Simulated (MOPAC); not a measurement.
Job for MOPAC: AM1 on C4H4O (SMILES C=C1CC1=O).

```
AM1 1SCF PRECISE CHARGE=0 THREADS=1
C4H4O

C      1.56844037 1     0.30330376 1    -0.02871336 1
C      0.25512334 1     0.16440061 1     0.01378708 1
C     -0.91810340 1    -0.79405179 1    -0.08517546 1
C     -1.06568470 1     0.67665482 1     0.16509575 1
O     -1.81320029 1     1.59196120 1     0.35460544 1
H      2.02907766 1     1.27412999 1     0.10871478 1
H      2.22402663 1    -0.54286981 1    -0.20127419 1
H     -1.18541875 1    -1.18817242 1    -1.06351026 1
H     -1.09426086 1    -1.48535634 1     0.73647021 1
```

It printed:

```
*******************************************************************************
 **                                                                           **
 **                              MOPAC v23.2.5                                **
 **                                                                           **
 *******************************************************************************
 ** MOPAC's Digital Object Identifier: https://doi.org/10.5281/zenodo.6511958 **
 **                                                                           **
 ** Please cite the open-source release paper for use of this MOPAC version:  **
 ** J. E. Moussa and J. J. P. Stewart (2026)                                  **
 ** MOPAC: An open-source semiempirical molecular orbital program             **
 ** J. Open Source Softw., 11(119), 8025, https://doi.org/10.21105/joss.08025 **
 *******************************************************************************

                              AM1 CALCULATION RESULTS

 *******************************************************************************
 *  AM1        - The AM1 Hamiltonian to be used
 *
 *
 *
 *                 CHARGE ON SYSTEM = 0
 *
 *
 *
 *  PRECISE    - TIGHTER CRITERIA TO BE USED
 *  1SCF       - DO 1 SCF AND THEN STOP
 *  THREADS=1  - MULTI-THREADING NOT USED
 *  T=         - A TIME OF 172800.0 SECONDS REQUESTED
 *  DUMP=N     - RESTART FILE WRITTEN EVERY 7200.0 SECONDS REQUESTED
 *******************************************************************************
AM1 1SCF PRECISE CHARGE=0 THREADS=1
 C4H4O

   ATOM   CHEMICAL          X               Y               Z
  NUMBER   SYMBOL      (ANGSTROMS)     (ANGSTROMS)     (ANGSTROMS)

     1       C          1.56844037  *   0.30330376  *  -0.02871336  *
     2       C          0.25512334  *   0.16440061  *   0.01378708  *
     3       C         -0.91810340  *  -0.79405179  *  -0.08517546  *
     4       C         -1.06568470  *   0.67665482  *   0.16509575  *
     5       O         -1.81320029  *   1.59196120  *   0.35460544  *
     6       H          2.02907766  *   1.27412999  *   0.10871478  *
     7       H          2.22402663  *  -0.54286981  *  -0.20127419  *
     8       H         -1.18541875  *  -1.18817242  *  -1.06351026  *
     9       H         -1.09426086  *  -1.48535634  *   0.73647021  *



          CARTESIAN COORDINATES

    NO.       ATOM           X           Y           Z

     1         C          1.5684      0.3033     -0.0287
     2         C          0.2551      0.1644      0.0138
     3         C         -0.9181     -0.7941     -0.0852
     4         C         -1.0657      0.6767      0.1651
     5         O         -1.8132      1.5920      0.3546
     6         H          2.0291      1.2741      0.1087
     7         H          2.2240     -0.5429     -0.2013
     8         H         -1.1854     -1.1882     -1.0635
     9         H         -1.0943     -1.4854      0.7365

  H: (AM1): M.J.S. DEWAR ET AL, J. AM. CHEM. SOC. 107 3902-3909 (1985)
  C: (AM1): M.J.S. DEWAR ET AL, J. AM. CHEM. SOC. 107 3902-3909 (1985)
  O: (AM1): M.J.S. DEWAR ET AL, J. AM. CHEM. SOC. 107 3902-3909 (1985)

           Empirical Formula: C4 H4 O  =     9 atoms



      MOLECULAR POINT GROUP   :   Cs


      RHF CALCULATION, NO. OF DOUBLY OCCUPIED LEVELS = 13


 -------------------------------------------------------------------------------
 AM1 1SCF PRECISE CHARGE=0 THREADS=1
 C4H4O



     1SCF WAS SPECIFIED, SO BFGS WAS NOT USED
     SCF FIELD WAS ACHIEVED


                              AM1 CALCULATION
                                                       MOPAC v23.2.5 Linux




          FINAL HEAT OF FORMATION =         34.40063 KCAL/MOL =     143.93225 KJ/MOL


          COSMO AREA              =        108.79 SQUARE ANGSTROMS
          COSMO VOLUME            =         91.00 CUBIC ANGSTROMS

          IONIZATION POTENTIAL    =         10.250839 EV
          HOMO LUMO ENERGIES (EV) =        -10.251 -0.205
          NO. OF FILLED LEVELS    =         13
          MOLECULAR WEIGHT        =         68.0750         POINT GROUP:  Cs

          MOLECULAR DIMENSIONS (Angstroms)

            Atom       Atom       Distance
            H     7    O     5     4.60062
            H     6    H     8     3.92541
            H     6    H     9     1.77635


          SCF CALCULATIONS        =          1





   ATOM   CHEMICAL          X               Y               Z
  NUMBER   SYMBOL      (ANGSTROMS)     (ANGSTROMS)     (ANGSTROMS)

     1       C          1.56844037  *   0.30330376  *  -0.02871336  *
     2       C          0.25512334  *   0.16440061  *   0.01378708  *
     3       C         -0.91810340  *  -0.79405179  *  -0.08517546  *
     4       C         -1.06568470  *   0.67665482  *   0.16509575  *
     5       O         -1.81320029  *   1.59196120  *   0.35460544  *
     6       H          2.02907766  *   1.27412999  *   0.10871478  *
     7       H          2.22402663  *  -0.54286981  *  -0.20127419  *
     8       H         -1.18541875  *  -1.18817242  *  -1.06351026  *
     9       H         -1.09426086  *  -1.48535634  *   0.73647021  *

                             CARTESIAN COORDINATES

   1    C        1.568440370     0.303303760    -0.028713360
   2    C        0.255123340     0.164400610     0.013787080
   3    C       -0.918103400    -0.794051790    -0.085175460
   4    C       -1.065684700     0.676654820     0.165095750
   5    O       -1.813200290     1.591961200     0.354605440
   6    H        2.029077660     1.274129990     0.108714780
   7    H        2.224026630    -0.542869810    -0.201274190
   8    H       -1.185418750    -1.188172420    -1.063510260
   9    H       -1.094260860    -1.485356340     0.736470210


           Empirical Formula: C4 H4 O  =     9 atoms



      MOLECULAR POINT GROUP   :   Cs


                  EIGENVALUES
 -40.45204 -36.65188 -30.30821 -22.63482 -19.67348 -16.56861 -16.56276 -16.08718
 -15.20190 -13.65424 -11.98448 -10.84282 -10.25084  -0.20496   1.94703   2.51513
   2.59963   3.41852   4.31106   4.39393   4.40962   4.75812   5.23557   6.37209


              NET ATOMIC CHARGES AND DIPOLE CONTRIBUTIONS

  ATOM NO.   TYPE          CHARGE      No. of ELECS.   s-Pop       p-Pop
    1          C          -0.084413        4.0844     1.23196     2.85245
    2          C          -0.262104        4.2621     1.22308     3.03902
    3          C          -0.236440        4.2364     1.23807     2.99837
    4          C           0.271906        3.7281     1.20474     2.52336
    5          O          -0.210048        6.2100     1.90232     4.30773
    6          H           0.127400        0.8726     0.87260
    7          H           0.124923        0.8751     0.87508
    8          H           0.134392        0.8656     0.86561
    9          H           0.134384        0.8656     0.86562
 DIPOLE           X         Y         Z       TOTAL
 POINT-CHG.     1.628    -1.422    -0.317     2.185
 HYBRID         0.281    -0.343    -0.071     0.449
 SUM            1.909    -1.766    -0.388     2.629


          ATOMIC ORBITAL ELECTRON POPULATIONS

     Atom    s        px        py        pz
    1  C   1.23196   0.92309   1.01967   0.90970
    2  C   1.22308   0.92610   1.04774   1.06518
    3  C   1.23807   0.98928   0.96592   1.04317
    4  C   1.20474   0.90517   0.90071   0.71748
    5  O   1.90232   1.55520   1.40881   1.34372
    6  H   0.87260
    7  H   0.87508
    8  H   0.86561
    9  H   0.86562

 **********************
 *                    *
 * JOB ENDED NORMALLY *
 *                    *
 **********************




 == MOPAC DONE ==
```

The run finished.

Cost: about 0.03 core-seconds (a rough figure).
